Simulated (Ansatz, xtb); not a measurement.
ClH3O2Si2+: which of two conformers lies lower

Structure a: the doublet with the links of `O[SiH+]O[SiH]Cl`. Structure b: the doublet with the links of `O[SiH+]O[SiH]Cl`. Both are isolated ions in the gas phase, relaxed with B3LYP/6-31G*.

a (Å):

```yaml
atoms:
  - { symbol: Cl, position_ang: [0.4102, 2.1730, -0.3255] }
  - { symbol: O, position_ang: [1.7797, -1.4100, 1.8910] }
  - { symbol: O, position_ang: [0.0111, -0.8270, -0.2132] }
  - { symbol: Si, position_ang: [0.7067, -1.8124, 0.7906] }
  - { symbol: Si, position_ang: [-0.4386, 0.5282, -1.2039] }
  - { symbol: H, position_ang: [2.1252, -0.5248, 2.1020] }
  - { symbol: H, position_ang: [0.4179, -3.2405, 0.7461] }
  - { symbol: H, position_ang: [-1.9193, 0.5572, -1.0983] }
```

b (Å):

```xyz
8

Cl   -2.5116    0.5483   -2.4792
O    -0.1967    1.6950   -0.8567
O     1.2388   -0.6127   -0.9044
Si    1.0392    0.8702   -0.3654
Si   -1.6041    2.2203   -1.7377
H     2.0018    1.4969    0.5417
H     1.9615   -1.2247   -0.6815
H    -2.4277    2.8705   -0.6873
```

**Question.** Estimate E(b) − E(a) at the level CCSD(T)/def2-SVP + ΔMP2/def2-TZVPP.

**Answer.** Calculated at CCSD(T)/def2-SVP + ΔMP2/def2-TZVPP: E(b) − E(a) = +0.045 eV, so structure a lies lower.

How the difference moves with the method:

```json
{"level": "B3LYP/6-31G*", "geometry": "B3LYP/6-31G*", "E(b) − E(a) (eV)": "+0.068", "departure from the last row (eV)": "+0.023", "job, with rough time for the two": "optimisation, 1.9 min"}
{"level": "HF/def2-SVP", "geometry": "B3LYP/6-31G*", "E(b) − E(a) (eV)": "+0.064", "departure from the last row (eV)": "+0.019", "job, with rough time for the two": "part of the CCSD(T) run"}
{"level": "MP2/def2-SVP", "geometry": "B3LYP/6-31G*", "E(b) − E(a) (eV)": "+0.063", "departure from the last row (eV)": "+0.018", "job, with rough time for the two": "part of the CCSD(T) run"}
{"level": "CCSD(T)/def2-SVP", "geometry": "B3LYP/6-31G*", "E(b) − E(a) (eV)": "+0.060", "departure from the last row (eV)": "+0.015", "job, with rough time for the two": "single point"}
{"level": "CCSD(T)/def2-SVP + ΔMP2/def2-TZVPP", "geometry": "B3LYP/6-31G*", "E(b) − E(a) (eV)": "+0.045", "departure from the last row (eV)": "", "job, with rough time for the two": "single point, 38 s"}
```

None of the levels shown reverses the order. The largest departure from CCSD(T)/def2-SVP + ΔMP2/def2-TZVPP is that of B3LYP/6-31G*, 0.023 eV. Levels run at GFN2-xTB geometries aren't shown. The last row adds to CCSD(T) the change of the MP2 difference between the two basis sets, here −0.015 eV.

With harmonic frequencies from B3LYP/6-31G* (ideal gas, rigid rotor, one conformer each, 298.15 K, 1 atm): on the last row, ΔE + ΔZPE = +0.039 eV. A mode under 50 cm⁻¹ makes harmonic enthalpies and free energies unreliable, so none is given.

Open shells are spin-unrestricted. The correlated steps freeze 17 core orbitals. Codes used: Ansatz 0.2.0; the last row on 2 threads of Intel(R) Xeon(R) Platinum 8375C CPU @ 2.90GHz (Ice Lake) on a shared host.
